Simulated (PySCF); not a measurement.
**Energy of Pt²⁺ (platinum, charge +2) between two integer charges**

The 5d beta orbital of [Xe] 4f14 5d8 is emptied in steps (occupation f), with all orbitals relaxed, ending at [Xe] 4f14 5d7. Computed with PySCF 2.14 in def2-TZVPPD with the def2 core potential (60 electrons) (6s5p3d2f1g, 59 functions), with a scalar-relativistic core potential. The exact energy is a straight line in f; departures are measured from the line between the end points of the same method.

| f | UHF (eV) | LDA (eV) | PBE (eV) |
| --- | --- | --- | --- |
| 1 | 0.000 | 0.000 | 0.000 |
| 0.75 | 0.257 | -1.152 | -1.121 |
| 0.5 | 0.333 | -1.543 | -1.499 |
| 0.25 | 0.243 | -1.162 | -1.127 |
| 0 | 0.000 | 0.000 | 0.000 |

```tsv
method	E(f=0) − E(f=1) (eV)	−ε at f=1 (eV)	−ε at f=0.5 (eV)
UHF	29.524	30.935	29.486
LDA	31.634	25.522	31.607
PBE	31.340	25.386	31.324
```

Orbital energy along the path (eV):

| f | UHF | LDA | PBE |
| --- | --- | --- | --- |
| 1 | -30.935 | -25.522 | -25.386 |
| 0.75 | -30.178 | -28.538 | -28.336 |
| 0.5 | -29.486 | -31.607 | -31.324 |
| 0.25 | -28.850 | -34.716 | -34.335 |
| 0 | -28.264 | -37.850 | -37.361 |

Reference removal energy between the ground levels: 29 ± 1.6 eV (theoretical estimate listed by NIST; NIST Atomic Spectra Database, ionization energies). The calculation has no spin-orbit coupling. The determinant left behind need not be the lowest term of the ion. UHF lacks correlation.
